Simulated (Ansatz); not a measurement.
Reaction (ligand exchange at a Ge–N bond): `[SiH3][N]([SiH3])[GeH3]` + `[SiH3][SeH]` → `[SiH3][Se][GeH3]` + `[SiH3]N[SiH3]`

Calculated with Ansatz (gas phase, PBE0-D4/def2-TZVP geometries, no zero-point term in ΔE). CBS: MP2 limit from def2 TZ/QZ plus the TZ coupled-cluster correction, frozen cores. This one scheme is used for every species. DFT in def2-TZVPP. For Ge, Se outer-core shells are correlated without core-valence functions, which leaves a few kJ/mol of doubt a bond. Scalar relativity is left out up to krypton.

```csv
level,ΔE (kcal/mol)
PBE-D4,-13.4
BLYP,-13.8
```

What does CCSD(T)/CBS give? (Estimate.)

Computed: -11.5 kcal/mol. The listed levels differ from it by -1.9, -2.3 kcal/mol.

Largest T1 diagnostic among the species: 0.012.

At CCSD(T), def2-SVP lies +2.4 kcal/mol from the extrapolated value and def2-TZVPP +1.0 kcal/mol. In def2-TZVPP, CCSD(T) changes the Hartree–Fock value by +2.3 kcal/mol (the triples alone add +0.2 kcal/mol) and MP2 by +1.7 kcal/mol. The D4 term adds +1.2 kcal/mol with B3LYP and +0.7 kcal/mol with PBE0; it sums over pairs of atoms, weighted by their polarisabilities, and B3LYP, whose exchange is more repulsive, gets the larger term.

B3LYP here is the variant with VWN-RPA as its local correlation; programs differ in this.
